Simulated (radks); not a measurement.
Question: The mean radii <r> (bohr) of the occupied orbitals of an atom or ion are listed with their occupations. All-electron calculation, scalar-relativistic Kohn-Sham, BLYP, spin-polarised, spherical densities, finite nucleus; Fermi nuclear charge, rms radius of each element as measured or else 0.836 A^(1/3) + 0.57 fm. Program: a radial shooting solver on a logarithmic mesh with Libxc functionals.

orbital  occ.      <r>
1s up       1  0.02842
1s down     1  0.02842
2s up       1   0.1213
2s down     1   0.1213
2p up       3   0.1058
2p down     3   0.1058
3s up       1   0.2996
3s down     1   0.2998
3p up       3   0.2913
3p down     2   0.2915

Name the element and its charge. Open shells, if any, are filled with parallel spins first.

Answer: Z = 51, antimony, charge +34: Sb34+ in [Ne] 3s2 3p5. The 1s radius gives Z: for a bare nucleus <r> = (2 gamma + 1)/(2Z) with gamma = sqrt(1 - (Z/c)^2), 0.028 bohr for Z = 51, and screening makes it slightly larger (0.02842 here). The occupations add up to 17, and the charge is Z minus that.
